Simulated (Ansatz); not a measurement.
(RbH)n off (charge +1): gap (eV) at several levels, gas phase, relaxed structures; Ansatz. Clusters are the lowest isomers that short searches found in that spin, judged at the geometry's level. Core potentials for Rb in the def2 sets, no spin–orbit coupling. HOMO and LUMO are taken over both spins. Singlets are spin-restricted. The structures are stationary points that may keep the symmetry of their start.

```json
{"species": "Rb3H2⁺", "state": "singlet", "geometry": "r2SCAN-D4/def2-TZVP", "PBE-D4/def2-SVP": "2.56", "PBE-D4/def2-TZVP": "2.59", "r2SCAN-D4/def2-TZVP": "3.45", "PBE0-D4/def2-TZVP": "4.08"}
{"species": "Rb3H3⁺", "state": "doublet", "geometry": "PBE0-D4/def2-TZVP", "PBE-D4/def2-SVP": "0.61", "PBE-D4/def2-TZVP": "0.65", "r2SCAN-D4/def2-TZVP": "1.08", "PBE0-D4/def2-TZVP": "1.68"}
{"species": "Rb5H4⁺", "state": "singlet", "geometry": "PBE-D4/def2-SVP", "PBE-D4/def2-SVP": "2.98", "PBE-D4/def2-TZVP": "3.03", "r2SCAN-D4/def2-TZVP": "3.75", "PBE0-D4/def2-TZVP": "4.52"}
```

(1) Estimate the column for PBE0-D4/def2-SVP.

(1) Rb3H2⁺ 4.04; Rb3H3⁺ 1.60; Rb5H4⁺ 4.46.

Over the 3 species that have every level, the mean is 2.05 at PBE-D4/def2-SVP, 2.09 at PBE-D4/def2-TZVP, 2.76 at r2SCAN-D4/def2-TZVP, 3.37 at PBE0-D4/def2-SVP, 3.43 at PBE0-D4/def2-TZVP. Orbital gaps grow with the share of exact exchange and aren't one observable across functionals.
